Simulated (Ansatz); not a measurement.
[GaClH3]- (GaH3Cl⁻): single points at one geometry.

```yaml
crystal:
  periodic: [false, false, false]
  atoms:
    - {symbol: Ga, position_ang: [-0.001334, 0.002087, -0.214870]}
    - {symbol: Cl, position_ang: [0.012809, -0.020275, 2.120681]}
    - {symbol: H, position_ang: [1.553079, 0.010815, -0.644773]}
    - {symbol: H, position_ang: [-0.786432, 1.352111, -0.617504]}
    - {symbol: H, position_ang: [-0.778111, -1.344737, -0.643534]}
basis:
  gaussian: {orbitals: def2-TZVPD, initial_orbitals: start.molden}
total_charge: -1
hamiltonian: {xc: pbe}
correlation: {method: rpa}
scf: {omitted_lower_state_checks: [starts]}
```

The file start.molden holds the orbitals of an earlier run on this structure, at another level or in another basis.

```sh
$ ansatz run in.yaml --threads 4 --pin off --events-out ev --progress --plain --max-ram 3916MiB
```

Shortened log:

```
Functional definition: PBE
845 factors; integrals over basis functions are off by at most 1.1e-3 eV
mean field evaluation 1: about -64939.2531 eV, gradient 1.1e1 eV
mean field evaluation 2: about -64939.3435 eV, gradient 1.3e-1 eV
mean field evaluation 4: about -64939.3434 eV, gradient 1.3e-4 eV
mean field evaluation 8: about -64939.3434 eV, gradient 2.2e-6 eV
mean field -64939.34344589 eV, -2386.4768541686 hartree, gradient 2.1e-6 eV, S^2 0.000000; 0 other end points of the search recorded, 0 dependent functions left out
14 core orbitals not correlated: weight in the atoms' cores, before any rotation towards them, 1.000 or more for the frozen orbitals, at most 0.000 for the correlated occupied ones
reference -64886.76025155 eV, -2384.5444574186 hartree; 12, 12 occupied and 101, 101 virtual orbitals, 845 factors
Total energy: -64906.99232356 eV, -2385.2879723514 hartree
Checks for a lower state left out: starts
```

Hardware: 4 threads of Intel Xeon on a shared host. Wall time 1.5 s.

The first input with `gaussian: {orbitals: def2-SVPD, initial_orbitals: start.molden}`, `hamiltonian: {xc: pbe, dispersion: d4}`, `output: {orbitals: {seedname: orbitals}}` and without the key `correlation` (abridged; 0.55 s):

```
Functional definition: PBE
mean field -64928.46821092 eV, -2386.0771966548 hartree, gradient 4.5e-5 eV, S^2 0.000000
Total energy: -64928.58062098 eV, -2386.0813276484 hartree
Checks for a lower state left out: starts
```

As the first input, with `hamiltonian: {xc: pbe, dispersion: d4}`, `output: {forces: true, orbitals: {seedname: orbitals}}` and without the key `correlation` (abridged; 0.9 s):

```
Functional definition: PBE
mean field -64939.34345246 eV, -2386.4768544101 hartree, gradient 1.8e-5 eV, S^2 0.000000
Total energy: -64939.45587061 eV, -2386.4809857007 hartree
Atom 0 force     0.000219    -0.000239     0.005877 eV/Å
Atom 1 force     0.000060    -0.000048    -0.000585 eV/Å
Atom 2 force    -0.000459     0.000263    -0.001653 eV/Å
Atom 3 force     0.000238    -0.000653    -0.001910 eV/Å
Atom 4 force    -0.000059     0.000677    -0.001729 eV/Å
Dipole moment:    -0.000860     0.001316    -0.132632 e Å
Checks for a lower state left out: starts
```

First input, but with `hamiltonian: {xc: {name: B2PLYP}}` and without the key `correlation` (abridged; 1.6 s):

```
Functional definition: B2PLYP
mean field -64935.00685300 eV, -2386.3174873192 hartree, gradient 2.5e-6 eV, S^2 0.000000
14 core orbitals not correlated: weight in the atoms' cores, before any rotation towards them, 1.000 or more for the frozen orbitals, at most 0.000 for the correlated occupied ones
second order -14.96525587 eV of doubles, -0.00000000 eV of singles
Total energy: -64939.04763293 eV, -2386.4659832428 hartree
Checks for a lower state left out: starts
```

As the first input, with `hamiltonian: {xc: {name: wB97M-V}}`, `output: {orbitals: {seedname: orbitals}}` and without the key `correlation` (abridged; 2.5 s):

```
Functional definition: wB97M-V
mean field -64948.92086360 eV, -2386.8288177777 hartree, gradient 9.1e-6 eV, S^2 0.000000
Total energy: -64948.92092667 eV, -2386.8288200954 hartree
Checks for a lower state left out: starts
```

First input, but with `hamiltonian: {xc: r2scan, dispersion: d4}`, `output: {orbitals: {seedname: orbitals}}` and without the key `correlation` (abridged; 1.2 s):

```
Functional definition: r2SCAN
mean field -64951.58543216 eV, -2386.9267388661 hartree, gradient 1.0e-5 eV, S^2 0.000000
Total energy: -64951.61090224 eV, -2386.9276748743 hartree
Checks for a lower state left out: starts
```

As the first input, with `hamiltonian: {xc: {name: r2SCANh}, dispersion: d4}`, `output: {orbitals: {seedname: orbitals}}` and without the key `correlation` (abridged; 1.5 s):

```
Functional definition: r2SCANh
mean field -64951.26217087 eV, -2386.9148592328 hartree, gradient 8.0e-6 eV, S^2 0.000000
Total energy: -64951.28961790 eV, -2386.9158678925 hartree
Checks for a lower state left out: starts
```

Geometry: PBE-D4/def2-TZVPD.

Correlated methods freeze 14 core orbitals; core or outer-core shells of Ga are correlated, in sets that lack core-valence functions.
